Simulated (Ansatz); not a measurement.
`C#[C][Hf]([OH])([OH])[F]` and `C#[C][Zr]([OH])([OH])[F]` differ in one element.

Ansatz, PBE0-D4/def2-TZVP geometries, multiplicity 1. Each molecule was computed in one conformer, which needn't be the lowest.

Elements past krypton have def2 core potentials.

| property | `C#[C][Hf]([OH])([OH])[F]` |
| --- | --- |
| LUMO energy (PBE/def2-TZVPP) / eV | -1.65 |
| HOMO–LUMO gap (B3LYP/def2-TZVPP) / eV | 6.67 |
| ideal-gas entropy at 298 K and 1 bar (rigid rotor, harmonic PBE0-D4/def2-TZVP) / J/(mol·K) | 416 |
| size of the dipole moment (PBE/def2-TZVPP) / D | 2.85 |
| size of the dipole moment (B3LYP/def2-TZVPP) / D | 2.89 |
| HOMO energy (PBE/def2-TZVPP) / eV | -6.73 |

Q: Give the same properties after the change, and the shifts. (Estimate.)

A: The calculation gave: 
```csv
property,`C#[C][Zr]([OH])([OH])[F]`,shift
LUMO energy (PBE/def2-TZVPP) / eV,-1.96,-0.31
HOMO–LUMO gap (B3LYP/def2-TZVPP) / eV,6.32,-0.35
"ideal-gas entropy at 298 K and 1 bar (rigid rotor, harmonic PBE0-D4/def2-TZVP) / J/(mol·K)",409,-7
size of the dipole moment (PBE/def2-TZVPP) / D,2.94,0.09
size of the dipole moment (B3LYP/def2-TZVPP) / D,2.98,0.09
HOMO energy (PBE/def2-TZVPP) / eV,-6.70,0.03
```

Dipoles are sizes alone; their direction can turn.

B3LYP here is the variant with VWN-RPA as its local correlation; programs differ in this.
